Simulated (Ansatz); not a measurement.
Geometry optimisation, RKS CAM-B3LYP-D4/def2-SVP (Ansatz 0.2.0).

Input file:

```yaml
crystal:
  periodic: [false, false, false]
  atoms:
    - { symbol: B, position_ang: [0.090059, -0.608688, -0.479837] }
    - { symbol: F, position_ang: [-0.122777, 0.111951, 1.929712] }
    - { symbol: Cl, position_ang: [1.537638, 0.32512, -0.756707] }
    - { symbol: Cl, position_ang: [-1.482727, -0.010131, -0.939248] }
    - { symbol: S, position_ang: [0.327275, -2.368918, 0.074734] }
    - { symbol: H, position_ang: [-0.978529, -2.708784, 0.059223] }
    - { symbol: H, position_ang: [0.101562, -0.77005, 2.109323] }
basis:
  gaussian: { orbitals: def2-SVP }
hamiltonian:
  xc: cam_b3lyp
  dispersion: d4
relax:
  f_tol: 0.03
  max_steps: 50
output:
  orbitals: {}
```

Command:

```bash
$ ansatz run input.yaml --threads 4 --pin off --max-ram 5120MiB --backend cpu --events-out ev --progress --plain --runs-dir out
```

Q: Where does it end, and by what steps?

A: The forces met the threshold. After 9 steps the energy has fallen by 0.063 eV; F2 moved furthest, 0.26 Å.

```csv
step,energy less start (eV),largest force component (eV/Å),accepted
0,0.0000,0.865,yes
1,-0.0099,1.655,yes
2,-0.0307,0.906,yes
3,-0.0470,0.420,yes
4,-0.0555,0.711,yes
5,-0.0608,0.166,yes
6,-0.0615,0.146,yes
7,-0.0620,0.097,yes
8,-0.0623,0.068,yes
9,-0.0626,0.020,yes
```

```xyz
7
Properties=species:S:1:pos:R:3
B 0.095 -0.623 -0.563
F -0.133 0.042 2.181
Cl 1.530 0.334 -0.816
Cl -1.471 -0.044 -1.066
S 0.319 -2.276 0.146
H -0.983 -2.628 0.133
H 0.115 -0.834 1.982
```

Whether the end is a true minimum wasn't checked by a vibrational analysis.

The run took 16 s on 4 threads of Arm Neoverse V1, with other jobs on the host, peak memory 0.23 GiB.
